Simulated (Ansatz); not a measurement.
Species: HAlI$_{2}$S, SMILES `[SH][Al]([I])[I]` (H–S–Al–I torsion 180°) (charge 0, multiplicity 1).

Give a relaxed geometry from B3LYP-D3(BJ)/def2-TZVP in Ansatz (a quantum-chemistry and plane-wave program).

This is not unique; one that fits is the end point of this relaxation, one of several conformers (outside a Z-matrix the atoms follow the SMILES, hydrogens last).
Z-matrix (Å, degrees):
```
Al
S 1 2.1726
H 2 1.3457 1 93.31
I 1 2.4640 2 117.96 3 -179.99
I 1 2.4690 2 121.02 3 0.02
```
